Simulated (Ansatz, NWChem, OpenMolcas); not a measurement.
InNH2Cl (SMILES [NH2][In][Cl]): methods side by side

InNH2Cl: 5 atoms, total charge 0, spin state doublet. SMILES: `[NH2][In][Cl]`. The shape is that of a PBE0-D4/def2-TZVP optimisation. This is one conformer, not always the lowest.

Each level gives the electronic atomisation energy (eV). The values are calculated. Electronic energies at fixed atoms, without zero-point motion or spin-orbit coupling.

| level | kind | program | value (eV) | CPU time (all runs) |
| --- | --- | --- | --- | --- |
| UBLYP/def2-SVP (core potential) | GGA | Ansatz | 13.27 | 11 s |
| U-r2SCAN0/def2-SVP (core potential) | hybrid meta-GGA | Ansatz | 13.04 | 31 s |
| UB3LYP/def2-SVP (core potential) | global hybrid | NWChem | 13.16 | 44 s |
| UBHLYP/def2-SVP (core potential) | global hybrid | OpenMolcas | 12.58 | 31 s |
| UCAM-B3LYP/def2-SVP (core potential) | range-separated hybrid | Ansatz | 13.25 | 15 s |
| UHSE06/def2-SVP (core potential) | range-separated hybrid | Ansatz | 13.29 | 16 s |
| RPA@PBE0/def2-SVP (core potential) | RPA | Ansatz | 11.84 | 19 s |
| UBCCD(T)/def2-SVP (core potential) | coupled cluster or CI | Ansatz | 12.20 | 40 s |

Correlated wave functions underbind in double-zeta sets. The values span 11.84 to 13.29 eV. In the correlated wave-function rows the outer d shell of In is correlated, in sets not made for it. In so small a basis fixed costs decide the times, and correlated methods can beat functionals. CPU times are rough (shared hosts, several kinds of processor and program).
